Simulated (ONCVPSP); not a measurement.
# Which change was made? (Si, ONCV)

Si, optimised norm-conserving Vanderbilt (ONCV), made with ONCVPSP 4.0.1 (PBE, non-relativistic). Core [Ne], reference 3s2 3p1 (charge +1). Waves: 3s: rc 1.90 bohr, ncon 4, nbas 8, qcut 3.4 1/bohr, local; 3p: rc 2.10 bohr, ncon 4, nbas 7, qcut 3.3 1/bohr, 1 projector. Local part: the s channel. Core correction: Teter function, fcfact 2.75, rcfact 1.3.

Cutoffs, loose and tight: the cutoffs (Ha) at which the residual kinetic energy of the hardest occupied pseudo-wave falls to 1 and 0.1 mHa per electron. They do not see the model core or the augmentation charge, which bear on the density cutoff. Test errors are all-electron minus pseudo excitation energies from the reference, over the configurations 3s2 3p2; 3s2 3p0; 3s1 3p0; 3s0 3p4; variants that change the core or the reference have their own tests.

The base gives: outcome: generated; cutoff, loose: 11 Ha; cutoff, tight: 42 Ha; bound ghosts: none; GHOST(+) flags above zero: none; largest test error (meV): +47.

Q: After one change the result is: outcome: generated; cutoff, loose: 59 Ha; cutoff, tight: 177 Ha; bound ghosts: none; GHOST(+) flags above zero: none; largest test error (meV): +3.2. Which change was it?
A. core [He], valence charge 12; reference 2s2 2p6 3s2 3p2; waves now 2s+3s: rc 0.95 bohr, ncon 4, nbas 7, qcut 9.9 1/bohr, 2 projectors; 2p+3p: rc 1.00 bohr, ncon 3, nbas 7, qcut 10.9 1/bohr, 2 projectors; local potential polynomial inside 0.65 bohr (lpopt 5, dvloc0 4 Ha)
B. core correction polynomial model core, fcfact 0.2
C. p: rc 1.52

A: A. The others give: p: rc 1.52 → outcome: failed: test_data: rc < rc(lloc) for l = 1. Not allowed. | core correction polynomial model core, fcfact 0.2 → outcome: generated; cutoff, loose: 11 Ha; cutoff, tight: 42 Ha; bound ghosts: none; GHOST(+) flags above zero: none; largest test error (meV): +60.
